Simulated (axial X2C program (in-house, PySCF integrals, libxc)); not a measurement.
## Low determinants of SnSe at the PBE0 level, two-component

All values were computed with an in-house relativistic program for diatomic molecules. Two-component (2c) means X2C with spin–orbit coupling and atomic mean-field two-electron Coulomb and Gaunt terms. Basis: Sn dyall-cv3z [11s12p9d4f1g], Se dyall-cv3z [8s9p6d4f1g] (cores contracted in-house); Gaussian nuclei, density fitting, unrestricted open shells. Masses: Sn 119.902 u, Se 79.917 u.

Search at 2.370 Å (vertical energies from the lowest determinant):

| ΔE (eV) | state | electrons beyond evenly filled partner blocks | electrons in ±ω = 1/2, 3/2, 5/2, 7/2 |
| --- | --- | --- | --- |
| 0.00 | Ω = 0 | none | 54 24 6 0 |
| 2.21 | Ω = 1 | ω = -1/2, ω = 3/2 | 55 23 6 0 |
| 2.36 | Ω = 2 | ω = 1/2, ω = 3/2 | 55 23 6 0 |
| 2.43 | Ω = 1 | 2 × ω = 1/2 | 54 24 6 0 |
| 2.50 | Ω = 3 | 2 × ω = 3/2 | 54 24 6 0 |
| 2.73 | Ω = 1 | ω = -1/2, ω = 3/2 | 53 25 6 0 |
| 2.81 | Ω = 2 | ω = 1/2, ω = 3/2 | 53 25 6 0 |

Lowest determinant, Ω = 0 (closed shell): Re = 2.325 Å, ωe = 336.9 cm⁻¹.

The determinant in row 2 of the search, Ω = 1 (⟨Sz⟩ = 1.00, ⟨Lz⟩ = 0.00 at PBE0), was followed along the bond at PBE0; measured from the minimum of the lowest determinant it gives:

Te = 1.923 eV (15508 cm⁻¹), Re = 2.598 Å, ωe = 222.9 cm⁻¹.

(1) Compare the bond of the determinant in row 2 with that of the lowest one.

The search compares states at one distance, so a state with another bond length can lie lower; it is not exhaustive and yields mostly the lowest determinant of each block pattern, so other components and higher states of one pattern are missing. These are energies of single determinants, not of spin-adapted states; PBE0 term energies can be off by some tenths of an eV, and the functional has no current term. Open-shell Ω = 0 determinants with evenly filled partner blocks cannot be reached by this program, so the Ω shown need not be the lowest component.

## Answers

(1) At PBE0 its Re is 0.273 Å longer and its force constant, which goes as ωe², is 0.44 times that of the lowest determinant. T0 ≈ Te + Δωe/2 = 15508 + (-57) = 15451 cm⁻¹.
